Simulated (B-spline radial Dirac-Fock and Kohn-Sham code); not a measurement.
**Cs¹⁵⁺: L3-M23M23 lines in intermediate coupling**

System: Cs¹⁵⁺ in the configuration 1s2 2s2 2p6 3s2 3p6 3d10 4s2 4p6 4d4.

Method: relaxed Dirac-Fock hole states (ΔSCF) with Breit and QED corrections and a finite nucleus. Computed with a radial atomic solver. The two-hole levels come from diagonalising the Coulomb interaction among the jj configurations; intensities are independent-particle Coulomb rates. Kinetic energies are from the vacuum level. Correlation and solid-state effects are left out. Open outer shells are spectators and are not coupled to the holes.

```tsv
kinetic energy (eV)	J	leading jj holes (weight)	leading LS term (weight)	intensity (%)
2471.5	0	M2M2 (0.99)	³P0 (0.58)	0.7
2544.0	2	M2M3 (1.00)	¹D2 (0.73)	30.3
2551.0	1	M2M3 (1.00)	³P1 (1.00)	12.8
2605.2	0	M3M3 (0.99)	¹S0 (0.58)	13.0
2617.8	2	M3M3 (1.00)	³P2 (0.73)	43.2
```

The strongest line, by its leading LS label ³P2, lies at 2617.8 eV. The mean weight of the leading component is 1.00 in jj and 0.72 in LS coupling, so jj labels describe these levels better.
